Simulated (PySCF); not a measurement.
# `[C@@H]1(F)C(=C)C[C@@H]1CCl`, C6H8ClF

Geometry (Å), atoms numbered from 1 in this order:
```xyz
16

C     2.402    0.514   -0.003
C     1.193    0.037   -0.202
C     0.046    0.386   -1.114
C    -0.875   -0.510   -0.256
C    -1.817    0.263    0.644
Cl   -3.073    1.069   -0.333
C     0.377   -1.023    0.497
F     0.326   -0.947    1.869
H     3.040    0.122    0.771
H     2.795    1.319   -0.601
H    -0.228    1.439   -1.141
H     0.178    0.031   -2.135
H    -1.422   -1.279   -0.802
H    -2.326   -0.398    1.345
H    -1.285    1.040    1.193
H     0.661   -2.053    0.257
```

Theory: TDDFT PBE0/def2-SVPD circular dichroism and optical rotation, one conformer, gas phase (PySCF 2.14.0). Geometry: GFN2-xTB.

The molecule is flexible and this is one conformer; a measurement averages over conformers.

Q: Draw the ECD and absorption spectra from the lowest 8 states, each a Gaussian of half-width 0.25 eV at 1/e height.

A: 
| E (eV) | λ (nm) | Δε (L mol⁻¹ cm⁻¹) | ε (L mol⁻¹ cm⁻¹) |
| --- | --- | --- | --- |
| 6.01 | 206 | -0.34 | 196 |
| 6.11 | 203 | -1.45 | 828 |
| 6.21 | 200 | -4.46 | 2540 |
| 6.31 | 196 | -10.04 | 5660 |
| 6.41 | 193 | -16.52 | 9190 |
| 6.51 | 190 | -19.71 | 11000 |
| 6.61 | 187 | -15.73 | 9960 |
| 6.71 | 185 | -3.69 | 7830 |
| 6.81 | 182 | +13.92 | 6860 |
| 6.91 | 179 | +30.69 | 7200 |
| 7.01 | 177 | +38.19 | 7320 |
| 7.11 | 174 | +33.21 | 6440 |
| 7.21 | 172 | +21.18 | 5420 |
| 7.31 | 170 | +9.82 | 5070 |
| 7.41 | 167 | +2.22 | 5010 |

Δε uses R in velocity form, ε uses f in length form. Only the states computed contribute, so the short-wavelength end is incomplete.
